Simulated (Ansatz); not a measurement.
`F[SiH](F)C#C[SiH3]` + `CF` → `FC[SiH](F)F` + `C#C[SiH3]`  (formal exchange of groups at the Si–C bond)

Program: Ansatz. Geometries: PBE0-D4/def2-TZVP. ΔE: electronic, gas phase. CBS: MP2 limit from def2 TZ/QZ plus the TZ coupled-cluster correction, frozen cores. This one scheme is used for every species. DFT in def2-TZVPP. HSE06 is defined as in plane-wave codes. One conformer a species, not always the lowest.

Q: Is it downhill or uphill in electronic energy at CCSD(T)/CBS, and by how much? (Best estimate.)

A: Computed: Uphill: ΔE = +59.7 kJ/mol.

Q: What do these levels give: r2SCANh-D4, r2SCAN0-D4, HSE06-D4, PBE, revPBE, r2SCANh, LC-ωPBE, RPA@PBE/def2-TZVPP, MP2/def2-TZVPP, CCSD/def2-TZVPP, HF/def2-QZVPP, CCSD/CBS(def2)? (An estimate is asked.)

A: Computed: r2SCANh-D4 59.2, r2SCAN0-D4 59.4, HSE06-D4 57.5, PBE 54.8, revPBE 56.4, r2SCANh 58.8, LC-ωPBE 51.5, RPA@PBE/def2-TZVPP 60.5, MP2/def2-TZVPP 65.1, CCSD/def2-TZVPP 59.9, HF/def2-QZVPP 64.4, CCSD/CBS(def2) 58.9 kJ/mol.

Largest T1 diagnostic among the species: 0.013.

Leaving LDA and LC-ωPBE aside and taking each functional with its dispersion term where it has one, the values, not all of them listed here, spread over 8.0 kJ/mol, from ωB97M-V to B97M-V. LDA lies −4.3 kJ/mol from PBE without D4.
